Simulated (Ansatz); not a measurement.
C$_{2}$H$_{6}$BNO (`OB1CCN1`), relaxed with RKS PBE0-D4/def2-TZVP in the Gaussian-basis code of Ansatz from a PBE-D4/def2-SVP geometry. The force threshold is 0.005 eV/Å; the program also tests the step.

Charge 0, multiplicity 1.

Start:

```xyz
11

O    -0.865    2.040    0.596
B    -0.352    0.804    0.301
C     0.176   -0.021   -0.979
C     0.412   -1.141    0.084
N    -0.091   -0.288    1.167
H    -0.936    2.594   -0.199
H     1.100    0.338   -1.475
H    -0.565   -0.284   -1.760
H     1.480   -1.441    0.198
H    -0.188   -2.065   -0.087
H    -0.169   -0.536    2.153
```

**Question.** How much energy does the relaxation release, and in how many steps? (Best estimate.)

**Answer.** Computed: 4.30 kJ/mol, in 5 steps.

**Question.** Which bonds change most? (Best estimate.)

**Answer.** Computed: C4–H10 from 1.115 to 1.095 Å; C4–H9 from 1.115 to 1.095 Å; C3–H8 from 1.108 to 1.091 Å; C3–H7 from 1.108 to 1.091 Å.

**Question.** Give the relaxed structure. (An estimate is asked.)

**Answer.** Computed: 
```xyz
11

O    -0.857    2.023    0.584
B    -0.348    0.793    0.299
C     0.175   -0.022   -0.971
C     0.412   -1.138    0.080
N    -0.090   -0.289    1.157
H    -0.932    2.581   -0.191
H     1.085    0.331   -1.458
H    -0.556   -0.283   -1.739
H     1.462   -1.425    0.197
H    -0.185   -2.041   -0.085
H    -0.166   -0.530    2.128
```
